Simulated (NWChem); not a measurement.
## CH3FSi in NWChem

```xyz
6

Si     0.0729    -0.6822     0.0000
F      1.3303     0.3833     0.0000
C     -1.3511     0.5843     0.0000
H     -2.3467     0.1116     0.0000
H     -1.2703     1.2421    -0.8861
H     -1.2703     1.2421     0.8861
```
Charge 0, spin multiplicity 1.

All runs are NWChem calculations. All single points use one geometry, from B3LYP/def2-SVP, a minimum by its harmonic frequencies.

Symmetry labels belong to the abelian group Cs used in the runs, with the axes of the coordinates shown.

The structure started from a generated list of species.

Q: List the lowest 4 singlet excitations that TD-PBE/def2-SVPD gives, with oscillator strengths.

A: 
```csv
state,symmetry,energy (eV),wavelength (nm),f
1,a",3.12,398,0.026
2,a',5.79,214,0.105
3,a',5.93,209,0.073
4,a",6.35,195,0.014
```
